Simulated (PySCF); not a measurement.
Ranking problems on computed properties.

Each SMILES stands for a single optimised conformer of the isolated species, non-relativistic unless stated. Electronic properties by PySCF.

The conformers computed, where there is a choice (atom-mapped SMILES and torsion angles):
- `[N:1]#[C:2][CH2:3][GeH2:4][Cl:5]`: C2–C3–Ge4–Cl5 -65°
- `[H]/[N:1]=[CH:2]/[SiH2:3][AsH2:4]`: N1–C2–Si3–As4 -10°, H–As4–Si3–C2 38°, H–As4–Si3–C2 -54°
- `[N:1]#[C:2][C@@H:3]1[CH2:4][CH2:5][C@H:6]1[SiH2:7][O:8][SiH3:9]`: C5–C6–Si7–O8 56°, C6–Si7–O8–Si9 -99°
- `[CH3:1][CH2:2][C:3]([C:4](=[O:5])[Cl:6])=[C:7]([CH3:8])[CH3:9]`: C1–C2–C3–C4 92°, C2–C3–C4–O5 168°
- `[CH3:1][CH:2]([CH3:3])[Si@@H:4]([NH2:5])[C:6]([CH3:7])([CH3:8])[CH3:9]`: C1–C2–Si4–N5 -44°, C2–Si4–C6–C7 -55°, H–N5–Si4–C2 -39°, H–N5–Si4–C2 -174°

The conformers of `CC[Si@@H]1O[SiH2]C[C@@H]1C#N`, `B[C@@H]1CC[BH2-][N+]1(C)C` and `C#C[Si@@H]1CC[Si@H](NC)O1` aren't listed.

Question: Rank by smallest rotational constant, highest first (PBE0-D3(BJ)/def2-SVP).
A. `[H]/N=C/[SiH2][AsH2]`
B. `N#C[CH2][GeH2][Cl]`
C. `CC(C)[Si@@H](N)C(C)(C)C`
D. `CB(C)Cl`
E. `ClC(=O)C(CC)=C(C)C`
F. `C1C[C@H]([C@@H]1[SiH2]O[SiH3])C#N`

Answer: D (2.878 GHz), A (1.417 GHz), B (1.268 GHz), C (0.829 GHz), E (0.721 GHz), F (0.586 GHz).

Question: Rank by HOMO energy, lowest first (CAM-B3LYP/def2-SVPD at PBE0-D3(BJ)/def2-SVP geometries).
A. `[C@@H]1(B)CC[BH2-][N+]1(C)C`
B. `CCC(C(=O)Cl)=C(C)C`
C. `N#C[C@@H]1CC[C@H]1[SiH2]O[SiH3]`
D. `CC[Si@@H]1O[SiH2]C[C@@H]1C#N`
E. `O1[Si@@H](CC[Si@@H]1NC)C#C`

Answer: C (-9.68 eV), D (-9.57 eV), B (-8.80 eV), A (-8.70 eV), E (-8.13 eV).

Give the two extremes of that set in hartree.

`N#C[C@@H]1CC[C@H]1[SiH2]O[SiH3]`: -0.356 Eh; `C#C[Si@@H]1CC[Si@H](NC)O1`: -0.299 Eh.

Question: Rank by vertical ionisation energy, highest first (ΔSCF CAM-B3LYP/def2-SVPD at PBE0-D3(BJ)/def2-SVP geometries).
A. `N#C[C@@H]1CC[C@H]1[SiH2]O[SiH3]`
B. `CCC(C(=O)Cl)=C(C)C`
C. `C#C[Si@@H]1CC[Si@H](NC)O1`
D. `B[C@@H]1CC[BH2-][N+]1(C)C`

Answer: A (10.27 eV), D (9.58 eV), B (9.36 eV), C (8.82 eV).

Give the two extremes of that set in kJ/mol.

`C#C[Si@@H]1CC[Si@H](NC)O1`: 851 kJ/mol; `N#C[C@@H]1CC[C@H]1[SiH2]O[SiH3]`: 991 kJ/mol.

Question: Rank by static isotropic polarisability, highest first (CAM-B3LYP/def2-SVPD at PBE0-D3(BJ)/def2-SVP geometries).
A. `N#C[C@@H]1CC[C@H]1[SiH2]O[SiH3]`
B. `CC[Si@@H]1O[SiH2]C[C@@H]1C#N`
C. `B[C@@H]1CC[BH2-][N+]1(C)C`
D. `CCC(C(=O)Cl)=C(C)C`

Answer: A (113.3 au), B (110.5 au), D (105.2 au), C (95.4 au).

Question: Rank by lowest singlet excitation, lowest first (TDDFT CAM-B3LYP/def2-SVPD at PBE0-D3(BJ)/def2-SVP geometries).
A. `C(C)[Si@H]1[C@H](C[SiH2]O1)C#N`
B. `N#C[C@@H]1CC[C@H]1[SiH2]O[SiH3]`
C. `CCC(C(=O)Cl)=C(C)C`
D. `C#C[Si@@H]1CC[Si@H](NC)O1`
E. `[C@H]1(B)[N+]([BH2-]CC1)(C)C`

Answer: C (4.62 eV), E (5.38 eV), D (5.82 eV), A (7.03 eV), B (7.14 eV).

Give the two extremes of that set as wavelengths.

`CCC(C(=O)Cl)=C(C)C`: 268 nm; `N#C[C@@H]1CC[C@H]1[SiH2]O[SiH3]`: 174 nm.

Question: Rank by HOMO–LUMO gap, highest first (CAM-B3LYP/def2-SVPD at PBE0-D3(BJ)/def2-SVP geometries).
A. `B[C@@H]1CC[BH2-][N+]1(C)C`
B. `[SiH2](O[SiH3])[C@H]1[C@H](C#N)CC1`
C. `C#C[Si@@H]1CC[Si@H](NC)O1`
D. `CC[Si@@H]1O[SiH2]C[C@@H]1C#N`

Answer: D (10.37 eV), B (10.20 eV), C (8.88 eV), A (7.90 eV).
